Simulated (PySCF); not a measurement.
imidazole (C3H4N2), SMILES c1c[nH]cn1. Coordinates come from a PBE-D3(BJ)/def2-SVP optimisation.

### Question
Give the equilibrium geometry at PBE-D3(BJ)/def2-SVP (PySCF confirms it by a frequency run) as Cartesian coordinates in Å, and its point group. (An estimate is asked for; the answer gives what the named calculation found.)

### Answer
point group Cs.
```xyz
9

C      0.2230    -1.1558     0.0000
C     -1.0258    -0.5523     0.0000
N     -0.7645     0.8044     0.0000
C      0.5996     0.9594     0.0000
N      1.2220    -0.2079     0.0000
H      0.4477    -2.2300     0.0000
H     -2.0456    -0.9507     0.0000
H     -1.4622     1.5492     0.0000
H      1.0765     1.9486     0.0000
```
